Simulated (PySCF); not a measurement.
**Orbital levels and atomic charges: [B7H24N8]+**

System: [B7H24N8]+ (III V hydride cut).

Cartesian coordinates (Å):
```
  1 N    -2.547   -0.475    1.047
  2 B    -2.615   -0.436   -0.502
  3 N    -2.559    1.055   -0.970
  4 N     1.272   -1.106   -1.014
  5 N    -1.272   -1.106   -1.014
  6 N     2.547   -0.475    1.046
  7 B     2.615   -0.436   -0.502
  8 N     0.000   -0.551    1.095
  9 B     0.000   -0.374   -0.419
 10 B     1.290   -1.253    1.685
 11 B    -1.289   -1.253    1.686
 12 N     2.558    1.054   -0.971
 13 N     0.000    1.087   -0.884
 14 B     1.289    1.911   -0.471
 15 B    -1.289    1.911   -0.470
 16 H    -3.372   -0.894    1.459
 17 H    -2.486    0.475    1.402
 18 H    -3.558   -1.008   -0.946
 19 H    -2.604    1.110   -1.983
 20 H    -3.376    1.556   -0.637
 21 H     1.272   -1.186   -2.027
 22 H     1.285   -2.046   -0.618
 23 H    -1.272   -1.186   -2.026
 24 H    -1.285   -2.046   -0.617
 25 H     3.373   -0.893    1.458
 26 H     2.485    0.475    1.401
 27 H     3.558   -1.009   -0.946
 28 H     0.000    0.377    1.502
 29 H     1.329   -1.119    2.859
 30 H     1.338   -2.395    1.351
 31 H    -1.329   -1.119    2.859
 32 H    -1.338   -2.395    1.352
 33 H     2.604    1.110   -1.984
 34 H     3.376    1.556   -0.638
 35 H     0.000    1.105   -1.898
 36 H     1.302    2.950   -1.040
 37 H     1.347    2.041    0.706
 38 H    -1.302    2.950   -1.039
 39 H    -1.347    2.040    0.707
```

Method: CAM-B3LYP/6-31G*, gas phase, PySCF, fitting set def2-universal-JFIT up to Ne and JKFIT beyond, grid level 1.

Problem. Give the orbital energies near the gap.

Solution. 
```tsv
orbital	eV
HOMO-4	-13.43
HOMO-3	-13.09
HOMO-2	-12.99
HOMO-1	-12.73
HOMO	-12.66
LUMO	-1.93
LUMO+1	-0.84
LUMO+2	-0.55
LUMO+3	-0.27
```

Problem. Give the partial charges of the non-hydrogen atoms.

Solution. 
| atom | Mulliken | IAO | Hirshfeld |
| --- | --- | --- | --- |
| N1 | -0.79 | -0.40 | -0.10 |
| B2 | 0.49 | 0.15 | 0.12 |
| N3 | -0.77 | -0.40 | -0.10 |
| N4 | -0.81 | -0.41 | -0.10 |
| N5 | -0.81 | -0.41 | -0.10 |
| N6 | -0.79 | -0.40 | -0.10 |
| B7 | 0.49 | 0.15 | 0.12 |
| N8 | -0.65 | -0.37 | -0.13 |
| B9 | 0.71 | 0.36 | 0.20 |
| B10 | 0.11 | -0.09 | 0.03 |
| B11 | 0.11 | -0.09 | 0.03 |
| N12 | -0.77 | -0.40 | -0.10 |
| N13 | -0.62 | -0.36 | -0.14 |
| B14 | 0.11 | -0.10 | 0.03 |
| B15 | 0.11 | -0.10 | 0.03 |
